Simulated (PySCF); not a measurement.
Geometry:
```
atom   x (Å)   y (Å)   z (Å)
  C1   2.595   0.652   1.141
  N2   1.129   0.578   1.150
  B3   0.379   0.222  -0.271
  C4   0.902  -1.218  -0.780
  C5   0.850   1.404  -1.236
  N6   1.217   2.281  -1.903
  C7  -1.226   0.315   0.022
  C8  -1.735  -0.790   0.945
  C9  -1.683   1.687   0.516
 H10   2.901   1.394   0.392
 H11   2.986   0.935   2.128
 H12   3.002  -0.323   0.851
 H13   0.810  -0.125   1.820
 H14   0.735   1.466   1.471
 H15   0.770  -2.011  -0.023
 H16   0.320  -1.528  -1.663
 H17   1.960  -1.227  -1.089
 H18  -1.694   0.157  -0.968
 H19  -1.293  -0.726   1.959
 H20  -2.827  -0.732   1.093
 H21  -1.508  -1.794   0.556
 H22  -2.780   1.747   0.618
 H23  -1.283   1.926   1.522
 H24  -1.364   2.492  -0.164
```

Geometry: PBE0-D3(BJ)/def2-SVP; GIAO shifts from PySCF 2.14.0 with density-fitted response routines, gas phase, non-relativistic, averaged over equivalent atoms.

At wB97X-D/pcSseg-1 (228 basis functions, 88 s wall time on 1 thread of an x86-64 server CPU, shared host):
```tsv
atoms	δ (ppm)
C5	138.5
C1	29.3
C9	21.2
C8	19.1
C7	18.4
C4	3.2
N6	335.5
N2	47.1
B3	-14.6
H10/H11/H12	2.63
H14	2.57
H13	1.90
H22/H23/H24	0.95
H19/H20/H21	0.66
H18	0.49
H15/H16/H17	-0.09
```

Scale: $^{13}$C (184.54 ppm) and $^{1}$H (31.38 ppm) vs TMS; $^{15}$N (263.98 ppm) vs NH3; $^{11}$B (101.61 ppm) vs BF3·OEt2 (reference shieldings calculated alike).

Predict the values at PBE0/pcSseg-1 on the same geometry.

Answers


```json
{"atoms": "C5", "δ at PBE0/pcSseg-1": "138.0", "change": "-0.5"}
{"atoms": "C1", "δ at PBE0/pcSseg-1": "28.6", "change": "-0.7"}
{"atoms": "C9", "δ at PBE0/pcSseg-1": "21.1", "change": "-0.1"}
{"atoms": "C8", "δ at PBE0/pcSseg-1": "18.9", "change": "-0.2"}
{"atoms": "C7", "δ at PBE0/pcSseg-1": "19.2", "change": "+0.8"}
{"atoms": "C4", "δ at PBE0/pcSseg-1": "3.1", "change": "-0.1"}
{"atoms": "N6", "δ at PBE0/pcSseg-1": "337.6", "change": "+2.1"}
{"atoms": "N2", "δ at PBE0/pcSseg-1": "49.3", "change": "+2.2"}
{"atoms": "B3", "δ at PBE0/pcSseg-1": "-15.0", "change": "-0.4"}
{"atoms": "H10/H11/H12", "δ at PBE0/pcSseg-1": "2.62", "change": "-0.01"}
{"atoms": "H14", "δ at PBE0/pcSseg-1": "2.60", "change": "+0.03"}
{"atoms": "H13", "δ at PBE0/pcSseg-1": "1.91", "change": "+0.01"}
{"atoms": "H22/H23/H24", "δ at PBE0/pcSseg-1": "0.96", "change": "+0.01"}
{"atoms": "H19/H20/H21", "δ at PBE0/pcSseg-1": "0.66", "change": "+0.00"}
{"atoms": "H18", "δ at PBE0/pcSseg-1": "0.58", "change": "+0.09"}
{"atoms": "H15/H16/H17", "δ at PBE0/pcSseg-1": "-0.09", "change": "+0.00"}
```

Scale: $^{13}$C (σref 184.41), $^{1}$H (σref 31.27) vs TMS; $^{15}$N (σref 265.67) vs NH3; $^{11}$B (σref 100.73) against BF3·OEt2 (reference shieldings calculated alike).

The largest change is at N2 (donor nitrogen of a Lewis adduct). Cost: 228 basis functions, 75 s wall time on 1 thread of an x86-64 server CPU, shared host. The order of the carbon signals changes between the two levels.

A carbon bonded to boron is broadened by the quadrupolar boron nucleus and is often missing from a measured spectrum. Experimental scales use liquid or dissolved standards, which lie at an offset from isolated NH3 (liquid NH3: subtract about 20 ppm). Unscaled 15N shifts of sp2 nitrogen come out 20 to 40 ppm too high even then.
